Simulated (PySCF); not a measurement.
Br3Sb (SMILES [Br][Sb]([Br])[Br]), singlet, geometry from GFN2-xTB (core potentials on Sb); DF-BLYP/def2-SV(P) in PySCF.

Here is a job for PySCF.
```python
from pyscf import gto, scf, dft

mol = gto.M(
    atom='''
Sb   -0.004140   -0.010644    0.885161
Br    0.534811   -2.115639   -0.452946
Br    1.572372    1.526862   -0.404293
Br   -2.101151    0.604288   -0.432567
''',
    basis='def2-sv(p)',
    ecp={'Sb': 'def2-sv(p)'},
    charge=0,
    spin=0,
    verbose=4,
)

mf = dft.RKS(mol)
mf.xc = 'blyp'
mf.grids.becke_scheme = dft.gen_grid.stratmann
mf = mf.density_fit(auxbasis='def2-universal-jkfit')
mf.kernel()
```

The log (banner, timings and long lists left out):

```
PySCF version 2.14.0

[INPUT] verbose = 4
[INPUT] num. atoms = 4
[INPUT] num. electrons = 128
[INPUT] charge = 0
[INPUT] spin (= nelec alpha-beta = 2S) = 0
[INPUT] symmetry False subgroup None
[INPUT] Mole.unit = angstrom
[INPUT] Symbol           X                Y                Z      unit          X                Y                Z       unit  Magmom
[INPUT]  1 Sb    -0.004140000000  -0.010644000000   0.885161000000 AA   -0.007823466156  -0.020114244870   1.672711866146 Bohr   0.0
[INPUT]  2 Br     0.534811000000  -2.115639000000  -0.452946000000 AA    1.010646318405  -3.997978288449  -0.855943889217 Bohr   0.0
[INPUT]  3 Br     1.572372000000   1.526862000000  -0.404293000000 AA    2.971352445935   2.885351010006  -0.764003044079 Bohr   0.0
[INPUT]  4 Br    -2.101151000000   0.604288000000  -0.432567000000 AA   -3.970599936356   1.141938820361  -0.817433160525 Bohr   0.0

nuclear repulsion = 1014.22730197709
number of shells = 46
number of NR pGTOs = 283
number of NR cGTOs = 122
basis = def2-sv(p)
ecp = {'Sb': 'def2-sv(p)'}

******** <class 'pyscf.df.df_jk.DFRKS'> ********
method = DFRKS
initial guess = minao
damping factor = 0
level_shift factor = 0
DIIS = <class 'pyscf.scf.diis.CDIIS'>
diis_start_cycle = 1
diis_space = 8
diis_damp = 0
SCF conv_tol = 1e-09
SCF conv_tol_grad = None
SCF max_cycles = 50
direct_scf = False
XC library pyscf.dft.libxc version 7.1.2
    S. Lehtola, C. Steigemann, M. J. T. Oliveira, and M. A. L. Marques,  SoftwareX 7, 1–5 (2018)
XC functionals = blyp
    A. D. Becke,  Phys. Rev. A 38, 3098 (1988)
    C. Lee, W. Yang, and R. G. Parr,  Phys. Rev. B 37, 785 (1988)
    B. Miehlich, A. Savin, H. Stoll, and H. Preuss,  Chem. Phys. Lett. 157, 200 (1989)
radial grids:
    Treutler-Ahlrichs [JCP 102, 346 (1995); DOI:10.1063/1.469408] (M4) radial grids

becke partition: Stratmann, Scuseria, Frisch. CPL, 257, 213 (1996); DOI:10.1016/0009-2614(96)00600-8
pruning grids: <function nwchem_prune>
grids dens level: 3
symmetrized grids: False
atomic radii adjust function: <function treutler_atomic_radii_adjust>
small_rho_cutoff = 0
Set gradient conv threshold to 3.16228e-05
Initial guess from minao.
tot grids = 83232
init E= -7933.89923790387
  HOMO = -0.586861738539331  LUMO = -0.574405755134569  gap/eV = 0.33894
cycle= 1 E= -7957.95374985116  delta_E= -24.1  |g|= 3.66  |ddm|=   11
  HOMO = 0.294919454321552  LUMO = 0.301551752526654  gap/eV = 0.18047
cycle= 2 E= -7924.06728136671  delta_E= 33.9  |g|= 12.5  |ddm|= 25.2
  HOMO = -0.019724252480728  LUMO = 0.136615060258707  gap/eV = 4.25421
cycle= 3 E= -7960.23134990591  delta_E= -36.2  |g|= 2.08  |ddm|= 23.2
  HOMO = -0.21040583218352  LUMO = -0.101994648275537  gap/eV = 2.95002
cycle= 4 E= -7961.67636871684  delta_E= -1.45  |g|= 0.943  |ddm|= 4.52
  HOMO = -0.254801925316713  LUMO = -0.107081532033525  gap/eV = 4.01968
cycle= 5 E= -7961.9273781726  delta_E= -0.251  |g|= 0.195  |ddm|= 1.44
  HOMO = -0.242644916616188  LUMO = -0.103237627689863  gap/eV = 3.79347
cycle= 6 E= -7961.93375991375  delta_E= -0.00638  |g|= 0.056  |ddm|= 0.246
  HOMO = -0.24555311998209  LUMO = -0.105323684382795  gap/eV = 3.81584
cycle= 7 E= -7961.93434217018  delta_E= -0.000582  |g|= 0.00967  |ddm|= 0.0611
  HOMO = -0.244619594063601  LUMO = -0.104625024189627  gap/eV = 3.80945
cycle= 8 E= -7961.93436718129  delta_E= -2.5e-05  |g|= 0.00368  |ddm|= 0.0164
  HOMO = -0.244897404211985  LUMO = -0.104557243199865  gap/eV = 3.81885
cycle= 9 E= -7961.93437259314  delta_E= -5.41e-06  |g|= 0.000536  |ddm|= 0.00645
  HOMO = -0.244926890650047  LUMO = -0.104632216177941  gap/eV = 3.81761
cycle= 10 E= -7961.93437269186  delta_E= -9.87e-08  |g|= 7.85e-05  |ddm|= 0.00115
  HOMO = -0.244922526061065  LUMO = -0.104628452049115  gap/eV = 3.81760
cycle= 11 E= -7961.93437269313  delta_E= -1.27e-09  |g|= 4.71e-05  |ddm|= 0.000159
  HOMO = -0.244922667830159  LUMO = -0.104626631085651  gap/eV = 3.81765
cycle= 12 E= -7961.93437269391  delta_E= -7.77e-10  |g|= 1.45e-05  |ddm|= 9.34e-05
  HOMO = -0.244923756307622  LUMO = -0.104625602273849  gap/eV = 3.81771
Extra cycle  E= -7961.93437269364  delta_E= 2.69e-10  |g|= 3.15e-05  |ddm|= 7.92e-05
converged SCF energy = -7961.93437269364
```
